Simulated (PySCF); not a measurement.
# Two-component Hartree-Fock for Cl¹⁴⁺ (chlorine, charge +14)

Start: [He] 2s1; 2s1/2 filled at m_j = +1/2. Calculated with PySCF 2.14 in an uncontracted even-tempered set (17 s from 2.6 bohr⁻², ratio 2.4; 10 p from 3.4 bohr⁻², ratio 2.4; 5 d from 11 bohr⁻², ratio 2.6; 4 f from 16 bohr⁻², ratio 2.6): generalised Hartree-Fock with the X2C-1e Hamiltonian and a Gaussian nucleus; one run each with spin-orbit coupling (SO) switched off, then screened by Boettger's factors.

```tsv
spinor shell	electrons	ε, spin-free (eV)	ε, screened SO (eV)	weight of nominal j (screened SO)	rms radius, screened SO (bohr)
1s1/2	2	-3574.4	-3574.4	1.000	0.104
2s1/2	1	-809.22	-809.22	1.000	0.410
```

| quantity | spin-free | screened SO |
| --- | --- | --- |
| E (hartree) | -309.25351 | -309.25351 |
| M_J | 1/2 | 1/2 |
| ⟨J²⟩ | 0.750 | 0.750 |
| ⟨L²⟩ | 0.000 | 0.000 |
| ⟨S²⟩ | 0.750 | 0.750 |

Each row is a mean over spinors that exchange with the open shell spreads, by up to 9.203 eV (1s1/2).

Without spin-orbit coupling the j labels of p, d and f shells carry no meaning; the spin-free column gives the mean over the occupied spinors of each nl shell.
